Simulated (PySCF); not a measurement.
Start geometry of `C[SiH2]C[Si@H]([SiH3])[GeH2][Cl]` from GFN2-xTB (Å):
```
atom  x, y, z in Å
C1    -2.756   -0.356    0.894
Si2   -1.859   -1.177   -0.560
C3    -0.526    0.003   -1.250
Si4    0.703    0.768   -0.003
Si5    2.420    1.943   -1.048
Ge6    1.527   -0.992    1.370
Cl7    3.449   -0.510    2.153
H8    -2.073   -0.170    1.719
H9    -3.198    0.595    0.611
H10   -3.555   -0.990    1.264
H11   -2.815   -1.481   -1.635
H12   -1.216   -2.422   -0.118
H13   -1.014    0.819   -1.783
H14    0.044   -0.543   -2.004
H15   -0.082    1.619    0.917
H16    3.331    1.044   -1.764
H17    1.893    2.883   -2.043
H18    3.222    2.724   -0.107
H19    1.757   -2.377    0.751
H20    0.743   -1.371    2.634
```

What comes out of this run: PBE0-D3(BJ)/def2-SVP geometry optimisation, gas phase in PySCF 2.14.0?

```
atom  x, y, z in Å
C1    -2.886   -0.046    0.874
Si2   -1.934   -0.968   -0.454
C3    -0.582    0.112   -1.204
Si4    0.727    0.638    0.051
Si5    2.582    1.678   -0.937
Ge6    1.559   -1.283    1.201
Cl7    3.558   -0.678    1.846
H8    -2.220    0.260    1.696
H9    -3.356    0.861    0.462
H10   -3.680   -0.679    1.297
H11   -2.863   -1.460   -1.520
H12   -1.267   -2.169    0.155
H13   -1.028    1.012   -1.662
H14   -0.086   -0.450   -2.014
H15    0.127    1.548    1.079
H16    3.368    0.667   -1.709
H17    2.104    2.729   -1.892
H18    3.454    2.317    0.091
H19    1.764   -2.508    0.290
H20    0.811   -1.706    2.478
```

The energy falls by 22.6 kJ/mol over 13 energy and gradient evaluations, the largest force component goes from 0.0223 to 2.2e-04 Eh/bohr, and the atoms move by 0.229 Å rms after alignment. The bond that changes most is Ge6–Cl7 (ends: germanium bonded to Cl, Si and 2 H; chlorine bonded to Ge), which lengthens by 0.055 Å. Bonds longer at the end by more than 0.005 Å: 16 of 19; shorter: 3. Among the angles that change most is H19–Ge6–H20, from 100.7° to 109.7°. Among the dihedrals that turn most is H11–Si2–C3–H13, from 48° to 63°. Rotational constants go from 987.7, 531.6, 376.9 to 1077, 515.1, 382.2 MHz. The orientation of the end geometry is arbitrary; only internal coordinates are fixed.

The run used 197 basis functions and 77 SCF cycles in all. The run took about 7 min of CPU time (one thread, shared machine).

No PBE0-D3(BJ)/def2-SVP frequencies stand behind this structure, so it isn't proved a minimum. The numbers are those of one conformer.
